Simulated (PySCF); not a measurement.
C4H7FSi, SMILES C[Si@H]1C=C[C@H]1F.

Geometry: TPSSh-D3(BJ)/def2-SVP. The structure was generated by enumeration; whether it is a known compound was not checked.

Two levels are set side by side: PBE/def2-TZVP (PySCF) and ωB97X/def2-TZVP (PySCF). Same geometry, gas phase. Differences are taken from unrounded values.

```csv
quantity,ωB97X
orbital gap (eV),11.72
highest occupied level (eV),-10.07
lowest empty level (eV),1.65
dipole moment (D),1.60
mean polarisability (bohr³),69.5
```

**Question.** What does PBE give, and how far is it from ωB97X? (Estimate from the structure and the level; the computed values follow.)

**Answer.** 
```csv
quantity,PBE,PBE minus ωB97X
orbital gap (eV),4.78,-6.93
highest occupied level (eV),-6.39,3.68
lowest empty level (eV),-1.60,-3.25
dipole moment (D),1.38,-0.22
mean polarisability (bohr³),73.0,3.5
```

PBE's occupied levels lie high since its potential decays too fast outside the molecule; exact exchange lowers them and widens the gap. PBE's more diffuse valence density responds more strongly to a field. Differences between two approximate levels are no errors against the true value.

Rough cost on one machine, each run with all the roots and properties that it gave: ωB97X against PBE within a factor of 2.
